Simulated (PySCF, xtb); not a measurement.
H₁₁NSi₄, SMILES [SiH3]N[SiH2][SiH2][SiH3].

Coordinates come from a ωB97X-D3(BJ)/def2-SVP optimisation. The structure was generated by enumeration, and PubChem lists no compound with its InChIKey, so it may never have been made. Other conformers were not sampled.

Computed with C-PCM-B3LYP/def2-SVP in PySCF 2.14.0.

The values are the electrostatic part of the solvation free energy, E(continuum) − E(gas) at the gas-phase geometry, in a cavity of scaled van der Waals radii (PySCF's table); cavitation and dispersion terms are not included. In vacuum the orbital gap is 6.50 eV. The dipole moment in vacuum is 0.85 D.

### Question
Estimate the values in water (ε = 78.36), toluene (ε = 2.37), acetonitrile (ε = 35.69). (Estimate from the structure and the level; the computed values follow.)

### Answer

```tsv
solvent	ε	ΔG(elec) (kcal/mol)	dipole (D)	gap (eV)
water	78.36	-1.9	1.23	6.53
toluene	2.37	-1.0	1.04	6.52
acetonitrile	35.69	-1.8	1.22	6.53
```

For comparison, GFN2-xTB/ALPB(water) (xtb, at the GFN2-xTB geometry, all terms of that model) gives -0.2 kcal/mol.
